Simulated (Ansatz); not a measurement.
Program: Ansatz. Geometries: PBE0-D4/def2-TZVP. ΔE: electronic, gas phase. CCSD(T)/CBS is the MP2 limit (def2-TZVPP, def2-QZVPP) plus CCSD(T) − MP2 in def2-TZVPP, frozen cores. One conformer a species, not always the lowest.

Consider the ligand exchange at the Si–C bond: `F[SiH2]C(F)S` + `N[SiH2]S` → `N[SiH2]S[SiH2]F` + `FCS`.

```
          species  CCSD(T)/CBS(def2) energy (Eh)
   `F[SiH2]C(F)S`                     -926.94394
       `N[SiH2]S`                     -744.61970
`N[SiH2]S[SiH2]F`                    -1134.19017
            `FCS`                     -537.40796
```

**Question.** Work out ΔE.

**Answer.** ΔE = (-1134.19017) + (-537.40796) − (-926.94394) − (-744.61970) = -0.03449 Eh = -21.6 kcal/mol.

Largest T1 diagnostic among the species: 0.012.

From PBE to PBE0 (25 % exact exchange), in def2-TZVPP and without D4, ΔE moves by −0.8 kcal/mol.
